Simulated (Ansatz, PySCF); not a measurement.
Two conformers of C2H6OSn (SMILES C[O][Sn][CH3]), B3LYP-D3(BJ)/def2-TZVP minima.
Conformer 1 (charge 0, multiplicity 1):
```xyz
10

C     -2.111    -0.065     0.186
O     -0.768    -0.027    -0.240
Sn     0.811     0.054     0.988
C      2.205     0.065    -0.713
H     -2.656     0.794    -0.221
H     -2.595    -0.975    -0.183
H     -2.218    -0.045     1.280
H      2.873    -0.799    -0.666
H      2.826     0.964    -0.695
H      1.632     0.035    -1.639
```
Conformer 2 (charge 0, multiplicity 1):
```xyz
10

C     -1.6069     0.3885     0.3180
O     -1.3303    -0.9932     0.3104
Sn     0.4173    -1.9522     0.2261
C      1.7344    -0.1678     0.1529
H     -2.1709     0.6477     1.2202
H     -0.7043     1.0082     0.2911
H     -2.2237     0.6482    -0.5491
H      1.5999     0.4498     1.0446
H      2.7797    -0.4764     0.0973
H      1.5049     0.4472    -0.7210
```

No zero-point or thermal terms.

Run with Ansatz (Gaussian basis) for Hartree–Fock, density functionals and correlated methods; PySCF for the dispersion terms. Each number belongs to the level named beside it. In def2 rows elements past Kr take small-core potentials, without spin–orbit coupling.

Estimate the electronic energy of conformer 2 less that of conformer 1 that SVWN5/def2-TZVPP returns for this input.

0.3 kcal/mol

Ansatz is a quantum-chemistry and plane-wave program.
